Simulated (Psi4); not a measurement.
platinum atom (Pt), triplet (core potentials on Pt); B97M-V/def2-SVP in Psi4 1.11.

Psi4 was given this input:
```
memory 2 GB

molecule mol {
0 3
Pt    0.000000    0.000000    0.000000
}

set {
  basis def2-svp
  reference uks
  scf_type pk
  puream true
  d_convergence 1e-8
  dft_radial_points 99
  dft_spherical_points 590
}

energy('b97m-v')
print_variables()
```

Write the output that Psi4 gives for this input, abridged.


```
   => Loading Basis Set <=

    Name: DEF2-SVP
    Role: ORBITAL
    Keyword: BASIS

    !!!  WARNING: ECP capability is in beta. Please check occupations closely.  !!!

         ---------------------------------------------------------
                                   SCF
               by Justin Turney, Rob Parrish, Andy Simmonett
                          and Daniel G. A. Smith
                              UKS Reference
         ---------------------------------------------------------

  ==> Geometry <==

    Molecular point group: d2h
    Geometry (in Angstrom), charge = 0, multiplicity = 3:

       Center              X                  Y                   Z               Mass
    ------------   -----------------  -----------------  -----------------  -----------------
         PT           0.000000000000     0.000000000000     0.000000000000   194.964791700000

  Running in d2h symmetry.

  Rotational constants: A = ************  B = ************  C = ************ [cm^-1]
  Rotational constants: A = ************  B = ************  C = ************ [MHz]
  Nuclear repulsion =    0.000000000000000

  Charge       = 0
  Multiplicity = 3
  Electrons    = 18
  Nalpha       = 10
  Nbeta        = 8

  ==> Algorithm <==

  SCF Algorithm Type is PK.
  DIIS enabled.
  MOM disabled.
  Fractional occupation disabled.
  Guess Type is CORE.
  Energy threshold   = 1.00e-06
  Density threshold  = 1.00e-08
  Integral threshold = 1.00e-12

  ==> Primary Basis <==

  Basis Set: DEF2-SVP
    Blend: DEF2-SVP
    Number of shells: 12
    Number of basis functions: 32
    Number of Cartesian functions: 37
    Spherical Harmonics?: true
    Max angular momentum: 3

  Core potential: DEF2-SVP
    Number of shells: 4
    Number of ECP primitives: 10
    Number of ECP core electrons: 60
    Max angular momentum: 3

  ==> DFT Potential <==

   => LibXC <=

    Version 7.1.2
    S. Lehtola, C. Steigemann, M. J. T. Oliveira, and M. A. L. Marques,  SoftwareX 7, 1–5 (2018) (10.1016/j.softx.2017.11.002)

   => Composite Functional: B97M-V <=

    B97M-V GGA Exchange-Correlation Functional

    N. Mardirossian and M. Head-Gordon,  J. Chem. Phys. 142, 074111 (2015) (10.1063/1.4907719)

    Deriv               =              1
    GGA                 =           TRUE
    Meta                =           TRUE

    Exchange Hybrid     =          FALSE
    MP2 Hybrid          =          FALSE

   => Exchange-Correlation Functionals <=

[...]
   @S   Expected:                1.000000000E+00
   @S   Observed:                1.000000000E+00

    Orbital Energies [Eh]
    ---------------------

    Alpha Occupied:

[...]
       4Ag    -0.204672

    Alpha Virtual:

[...]
      10Ag   282.460267

    Beta Occupied:

[...]
    Beta Virtual:

[...]
    Final Occupation by Irrep:
             Ag   B1g   B2g   B3g    Au   B1u   B2u   B3u
    DOCC [     3,    1,    1,    0,    0,    1,    1,    1 ]
    SOCC [     1,    0,    0,    1,    0,    0,    0,    0 ]
    NA   [     4,    1,    1,    1,    0,    1,    1,    1 ]
    NB   [     3,    1,    1,    0,    0,    1,    1,    1 ]

  @UKS Final Energy:  -119.23790347571365

   => Energetics <=

    Nuclear Repulsion Energy =              0.0000000000000000
    One-Electron Energy =                -208.5323851604198921
    Two-Electron Energy =                 100.9411211886764335
    DFT Exchange-Correlation Energy =     -11.7167678914519051
    Empirical Dispersion Energy =           0.0000000000000000
    VV10 Nonlocal Energy =                  0.0701283874817184
    Total Energy =                       -119.2379034757136509

  UHF NO Occupations:
  HONO-2 :    3 Ag 1.9998287
  HONO-1 :    1B3g 1.0000000
  HONO-0 :    4 Ag 1.0000000
  LUNO+0 :    5 Ag 0.0001713
  LUNO+1 :    2B2u 0.0000819
  LUNO+2 :    2B1u 0.0000819
  LUNO+3 :    6 Ag 0.0000774

Computation Completed

Properties will be evaluated at   0.000000,   0.000000,   0.000000 [a0]

Properties computed using the SCF density matrix

 Multipole Moments:

 ------------------------------------------------------------------------------------
     Multipole            Electronic (a.u.)      Nuclear  (a.u.)        Total (a.u.)
 ------------------------------------------------------------------------------------

 L = 1.  Multiply by 2.5417464519 to convert [e a0] to [Debye]
 Dipole X            :          0.0000000            0.0000000            0.0000000
 Dipole Y            :          0.0000000            0.0000000            0.0000000
 Dipole Z            :          0.0000000            0.0000000            0.0000000
 Magnitude           :                                                    0.0000000

 ------------------------------------------------------------------------------------

  Variable Map:
  ----------------------------------------------------------------------------
[...]
  Array Variable Map:
  ----------------------------------------------------------------------------
[...]
[...]
```
